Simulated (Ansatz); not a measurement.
`C[S][GeH2][CH3]` + CH₃OH → `C[O][GeH2][CH3]` + CH₃SH at 600 K and 1 bar (ligand exchange at a Ge–S bond).

Isolated molecules relaxed with PBE0-D4/def2-TZVP in Ansatz; ΔE leaves out vibrations. CCSD(T)/CBS adds triple-zeta CCSD(T) − MP2 to the extrapolated MP2 energy (def2 sets, frozen cores). This one scheme is used for every species. For Ge outer-core shells are correlated without core-valence functions, which leaves a few kJ/mol of doubt a bond. Scalar relativity is left out up to krypton. Each species was taken in one conformer, which may not be the lowest.

```json
{"species": "`C[S][GeH2][CH3]`", "CCSD(T)/CBS energy (Eh)": "-2554.83183", "H − E (kJ/mol)": "306.2", "S (J/(mol·K))": "463.0"}
{"species": "CH₃OH", "CCSD(T)/CBS energy (Eh)": "-115.61712", "H − E (kJ/mol)": "163.6", "S (J/(mol·K))": "277.3"}
{"species": "`C[O][GeH2][CH3]`", "CCSD(T)/CBS energy (Eh)": "-2232.21365", "H − E (kJ/mol)": "309.9", "S (J/(mol·K))": "444.1"}
{"species": "CH₃SH", "CCSD(T)/CBS energy (Eh)": "-438.22835", "H − E (kJ/mol)": "152.3", "S (J/(mol·K))": "296.8"}
```

H − E and S are ideal-gas, rigid-rotor, harmonic terms from PBE0-D4/def2-TZVP, for one conformer and one mirror image of each species. 1 Eh = 2625.50 kJ/mol, R = 8.31446 J/(mol·K).

**Question.** By hand: ΔE, ΔH, ΔS and ΔG.

**Answer.** ΔE = (-2232.21365) + (-438.22835) − (-2554.83183) − (-115.61712) = 0.00695 Eh = 18.2 kJ/mol. Δ(H − E) = 309.9 + 152.3 − 306.2 − 163.6 = -7.6, so ΔH = 10.6 kJ/mol. ΔS = 444.1 + 296.8 − 463.0 − 277.3 = 0.6 J/(mol·K). ΔG = 10.6 − 600 × (0.6)/1000 = 10.2 kJ/mol.

**Question.** By hand: the equilibrium constant, and the temperature at which ΔG would vanish if ΔH and ΔS stayed fixed.

**Answer.** log₁₀ K = −ΔG/(RT ln 10) = -0.9. ΔG = 0 at ΔH/ΔS = 17667 K, far beyond where these terms or the molecules hold.

The number of gas molecules stays the same, so ΔS is small and ΔH decides. A doubt of 5 kJ/mol in ΔE shifts log₁₀ K by 0.4 here. Other conformers and mirror images would add mixing entropy, several J/(mol·K) or more a flexible species. Modes under 60 cm⁻¹, often nearly free rotors, make the harmonic entropy too high. These are equilibria of isolated gas molecules and say nothing of rates. Largest T1 diagnostic: 0.011 (customary marks: 0.02 for closed shells, 0.045 for open ones).
